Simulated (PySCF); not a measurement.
C2H5InO, SMILES C=[CH][InH][OH]. Geometry optimised at PBE0-D3(BJ)/def2-SVP. The structure was generated by enumeration; whether it is a known compound was not checked. The def2 effective core potentials stand for the cores of In; spin–orbit coupling is left out. One conformer was computed; it need not be the lowest.

Computed equilibrium geometry at PBE0-D3(BJ)/def2-SVP (PySCF confirms it by a frequency run) as Cartesian coordinates in Å, and its point group (one conformer of several):
point group Cs.
```xyz
9

In    -0.3021    -0.4494     0.0000
H     -1.4150    -1.7530     0.0000
C     -0.4958     1.6844     0.0000
C      0.5812     2.4785     0.0000
H     -1.4868     2.1550     0.0000
H      0.5038     3.5737     0.0000
H      1.6035     2.0811     0.0000
O      1.6042    -1.0809     0.0000
H      2.2509    -0.3672     0.0000
```
